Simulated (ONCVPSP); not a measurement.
## Ge (Z = 32), ONCV: configuration errors across variants

ONCVPSP 4.0.1 input, shortened (lines: element, Z, core and valence counts, functional; n l f; lmax; l rc ep ncon nbas qcut; lloc lpopt rc5 dvloc0; l nproj debl; icmod fcfact rcfact), PBEsol, scalar-relativistic:

```
  Ge 32.00    3    5  -116133      upf
    1    0    2.00
    2    0    2.00
    2    1    6.00
    3    0    2.00
    3    1    6.00
    3    2   10.00
    4    0    2.00
    4    1    2.00
    2
    0    0.85    0.00    3    6   18.60
    1    1.15    0.00    4    7   13.00
    2    0.85    0.00    4    8   16.50
    2    5    0.85    0.00
    0    2    4.00
    1    2    1.60
    2    0    1.60
    3    3.00    1.45
```

All-electron excitation energies from the reference (eV): (1) 3s2 3p6 3d10 4s2 4p1 7.453; (2) 3s2 3p6 3d10 4s2 4p0 22.902; (3) 3s2 3p6 3d10 4s1 4p0 57.691; (4) 3s2 3p6 3d9 4s2 4p3 29.625.

4 further variants failed, have other tests or too few solved ones, and are left out.

A true bound ghost makes a file unfit for plane-wave use even where its test errors are small: the radial tests pick states by their node count and pass the ghost by.

Errors AE − PS in meV (a dash: test not solved or not reliable):

```tsv
change	(1)	(2)	(3)	(4)	bound ghosts	GHOST(+) flags above zero
base	-0.6	-1.7	-3.8	-11	s	none
s: qcut 11.5; p: qcut 8.1; d: qcut 10.2	-0.6	0.0	-2.8	-14	none	s
s: qcut 14.2; p: qcut 9.9; d: qcut 12.6	-0.6	-0.9	-2.8	-9.6	none	s
s: qcut 14.9; p: qcut 10.4; d: qcut 13.3	-0.6	-1.1	-2.7	-8.1	none	s
s: qcut 16.7; p: qcut 11.6; d: qcut 14.8	-0.6	-1.5	-2.8	-2.1	none	s
s: qcut 18.5; p: qcut 12.9; d: qcut 16.4	-0.6	-1.7	-3.8	-11	s	none
```

Problem. Give the same row for: s: qcut 20.6; p: qcut 14.4; d: qcut 18.3.

Solution. -0.6, -1.9, -3.6, -7.3; bound ghosts: s; GHOST(+) flags above zero: none.
